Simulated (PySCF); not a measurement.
SMILES s1cccc1-c1ccc(cc1)[SiH3] (GFN2-xTB optimised geometry):

```
22

Si     3.024    -3.408     0.017
C      1.806    -1.969     0.007
C      2.264    -0.653     0.006
C      1.390     0.413     0.003
C      0.008     0.208     0.001
C     -0.906     1.331     0.000
C     -2.276     1.331     0.000
C     -2.839     2.622     0.000
C     -1.900     3.602     0.000
S     -0.306     2.968     0.000
C     -0.457    -1.109     0.002
C      0.428    -2.167     0.005
H      2.274    -4.665    -0.023
H      3.898    -3.306    -1.155
H      3.835    -3.344     1.236
H      3.328    -0.463     0.007
H      1.773     1.425     0.002
H     -2.873     0.437     0.000
H     -3.898     2.810     0.000
H     -2.042     4.665     0.001
H     -1.519    -1.305     0.000
H      0.039    -3.176     0.005
```

Level of theory: PySCF with B3LYP/def2-SVP.

Q: What are the frontier orbital energies and the dipole moment?

A: HOMO-2 -7.27 eV, HOMO-1 -7.03 eV, HOMO -5.95 eV, LUMO -1.48 eV, LUMO+1 -0.40 eV; dipole moment 1.07 D.

On the same geometry PBE/def2-SVP in PySCF gives HOMO-2 -6.50 eV, HOMO-1 -6.25 eV, HOMO -5.31 eV, LUMO -2.12 eV, LUMO+1 -1.17 eV; dipole moment 1.16 D.

Meta-Löwdin charges at B3LYP/def2-SVP: Si1 0.51, C2 -0.22, C3 -0.09, C4 -0.11, C5 0.02, C6 -0.10, C7 -0.13, C8 -0.13, C9 -0.23, S10 0.25, C11 -0.11, C12 -0.09, H13 -0.11, H14 -0.11, H15 -0.11, H16 0.10, H17 0.10, H18 0.11, H19 0.11, H20 0.12, H21 0.10, H22 0.10.
